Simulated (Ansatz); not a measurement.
Consider the hydrogenolysis of the Se–P bond: `C[Se]P` + H₂ → `C[SeH]` + PH₃.

Calculated with Ansatz (gas phase, PBE0-D4/def2-TZVP geometries, no zero-point term in ΔE). CCSD(T)/CBS is the MP2 limit (def2-TZVPP, def2-QZVPP) plus CCSD(T) − MP2 in def2-TZVPP, frozen cores. This one scheme is used for every species. Functionals use def2-TZVPP. For Se outer-core shells are correlated without core-valence functions, which leaves a few kJ/mol of doubt a bond. Scalar relativity is left out up to krypton. Each species was taken in one conformer, which may not be the lowest.

`C[Se]P`:

Z-matrix (Å, degrees):
```
C
Se 1 1.952
H 1 1.088 2 110.3
H 1 1.088 2 110.4 3 122.7
H 1 1.090 2 106.0 3 -118.6
P 2 2.253 1 96.8 3 -60.6
H 6 1.419 2 97.7 1 133.4
H 6 1.419 2 97.8 1 -132.2
```

H₂:

Z-matrix (Å, degrees):
```
H
H 1 0.746
```

`C[SeH]`:

```xyz
6

C    -0.544   -0.020    0.043
Se    1.230   -0.754   -0.291
H    -0.620    0.347    1.064
H    -1.241   -0.845   -0.096
H    -0.772    0.768   -0.671
H     1.947    0.504   -0.048
```

PH₃:

Cartesian coordinates in Å:
```
P 0.309 -0.475 0.127
H -0.920 -0.156 0.764
H -0.206 -0.211 -1.169
H 0.817 0.842 0.278
```

| level | ΔE (kcal/mol) |
| --- | --- |
| BLYP-D4 | 1.8 |
| r2SCAN-D4 | 1.2 |
| r2SCAN | 0.9 |
| r2SCANh | 0.5 |
| CAM-B3LYP | -3.2 |
| LC-ωPBE | -2.2 |
| HF/def2-SVP | -8.8 |
| MP2/def2-SVP | -3.6 |

(1) What does CCSD(T)/CBS give? (Best estimate.)

Largest T1 diagnostic among the species: 0.013.

Answers

(1) Ansatz gave: +0.6 kcal/mol. The listed levels differ from it by 1.2, 0.6, 0.3, -0.1, -3.8, -2.8, -9.4, -4.2 kcal/mol.

Leaving LDA and LC-ωPBE aside and taking each functional with its dispersion term where it has one, the values, not all of them listed here, spread over 5.2 kcal/mol, from CAM-B3LYP-D4 to revPBE-D4. From PBE to PBE0 (25 % exact exchange), in def2-TZVPP and without D4, ΔE moves by −1.1 kcal/mol. The D4 term adds +2.5 kcal/mol with B3LYP and +1.3 kcal/mol with PBE0; it sums over pairs of atoms, weighted by their polarisabilities, and B3LYP, whose exchange is more repulsive, gets the larger term.

B3LYP here is the variant with VWN-RPA as its local correlation; programs differ in this.
